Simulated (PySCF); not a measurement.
The numbers are results of ωB97X-D3(BJ)/def2-TZVP // B3LYP-D3(BJ)/def2-TZVP (PySCF 2.14.0), not measurements. Isolated molecules, 0 K electronic values unless said otherwise. One relaxed conformer stands for a flexible species; it need not be the lowest. Delta-SCF ions had no search for a lower state. 

Reference species (SMILES): `C#C/C=C/C=C` (neutral, multiplicity 1).

```yaml
vertical ionisation energy (Delta-SCF): 8.51 eV
HOMO–LUMO gap: 9.11 eV
HOMO: -8.69 eV
```

Changed species: `C#CC(C=C)=C`.

Q: What does the change do to the vertical ionisation energy (Delta-SCF), HOMO–LUMO gap and HOMO?

A: the vertical ionisation energy (Delta-SCF) rises by 0.36 eV, to 8.87 eV; the HOMO–LUMO gap rises by 0.67 eV, to 9.78 eV; the HOMO decreases by 0.35 eV, to -9.04 eV.
